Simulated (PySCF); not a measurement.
Isomers of C3H12N2Si2, mass 132.054 u with the commonest isotopes. Method: CAM-B3LYP/def2-SVPD in PySCF (dipole) on a GFN2-xTB geometry, gas phase. One conformer each, none proved a minimum here; rigid rotors.

Question: Order these by rotational constant B, largest first.
A. `[CH2:1]=[CH:2][CH2:3][Si@H:4]([NH2:5])[NH:6][SiH3:7]` with C1–C2–C3–Si4 104°, C2–C3–Si4–N5 66°, C3–Si4–N5–H 56° and -85°, C3–Si4–N6–Si7 172°
B. `[CH2:1]=[CH:2][Si@H:3]([NH:4][CH3:5])[NH:6][SiH3:7]` with C1–C2–Si3–N4 -175°, C2–Si3–N4–C5 -178°, C2–Si3–N6–Si7 -69°
C. `[CH3:1]/[CH:2]=[N:3]\[SiH2:4][N:5]([CH3:6])[SiH3:7]` with C2–N3–Si4–N5 134°, N3–Si4–N5–C6 43°
D. `[SiH3:1][CH2:2][SiH:3]1[NH:4][CH2:5][CH2:6][NH:7]1` with Si1–C2–Si3–N4 -52°, C2–Si3–N4–C5 108°, Si3–N4–C5–C6 27°, N4–C5–C6–N7 -39°, C5–C6–N7–Si3 35°

Answer: B (1308 MHz), D (1138 MHz), A (1071 MHz), C (826.4 MHz).

Question: Order these by rotational constant A, largest first.
A. `[CH2:1]=[CH:2][Si@H:3]([NH:4][CH3:5])[NH:6][SiH3:7]` with C1–C2–Si3–N4 -175°, C2–Si3–N4–C5 -178°, C2–Si3–N6–Si7 -69°
B. `[CH2:1]=[CH:2][CH2:3][Si@H:4]([NH2:5])[NH:6][SiH3:7]` with C1–C2–C3–Si4 104°, C2–C3–Si4–N5 66°, C3–Si4–N5–H 56° and -85°, C3–Si4–N6–Si7 172°
C. `[CH3:1]/[CH:2]=[N:3]\[SiH2:4][N:5]([CH3:6])[SiH3:7]` with C2–N3–Si4–N5 134°, N3–Si4–N5–C6 43°
D. `[SiH3:1][CH2:2][SiH:3]1[NH:4][CH2:5][CH2:6][NH:7]1` with Si1–C2–Si3–N4 -52°, C2–Si3–N4–C5 108°, Si3–N4–C5–C6 27°, N4–C5–C6–N7 -39°, C5–C6–N7–Si3 35°

Answer: C (3891 MHz), D (2923 MHz), B (2343 MHz), A (1854 MHz).

Question: Order these by rotational constant C, smallest first.
A. `[CH2:1]=[CH:2][CH2:3][Si@H:4]([NH2:5])[NH:6][SiH3:7]` with C1–C2–C3–Si4 104°, C2–C3–Si4–N5 66°, C3–Si4–N5–H 56° and -85°, C3–Si4–N6–Si7 172°
B. `[SiH3:1][CH2:2][SiH:3]1[NH:4][CH2:5][CH2:6][NH:7]1` with Si1–C2–Si3–N4 -52°, C2–Si3–N4–C5 108°, Si3–N4–C5–C6 27°, N4–C5–C6–N7 -39°, C5–C6–N7–Si3 35°
C. `[CH3:1]/[CH:2]=[N:3]\[SiH2:4][N:5]([CH3:6])[SiH3:7]` with C2–N3–Si4–N5 134°, N3–Si4–N5–C6 43°
D. `[CH2:1]=[CH:2][Si@H:3]([NH:4][CH3:5])[NH:6][SiH3:7]` with C1–C2–Si3–N4 -175°, C2–Si3–N4–C5 -178°, C2–Si3–N6–Si7 -69°

Answer: C (753.1 MHz), D (809.5 MHz), A (845.2 MHz), B (1081 MHz).

| SMILES | point group | Ia (u·Å²) | Ib (u·Å²) | Ic (u·Å²) | κ | μa (D) | μb (D) | μc (D) |
| --- | --- | --- | --- | --- | --- | --- | --- | --- |
| C=C[Si@H](NC)N[SiH3] | C1 | 272.65 | 386.43 | 624.27 | -0.05 | 1.23 | 0.24 | 0.49 |
| [SiH3]C[SiH]1NCCN1 | C1 | 172.92 | 443.97 | 467.69 | -0.94 | 0.35 | 0.07 | 0.24 |
| C/C=N\[SiH2]N(C)[SiH3] | C1 | 129.88 | 611.57 | 671.02 | -0.95 | 1.97 | 0.44 | 0.61 |
| C=CC[Si@H](N)N[SiH3] | C1 | 215.68 | 471.90 | 597.97 | -0.70 | 1.21 | 0.22 | 0.77 |
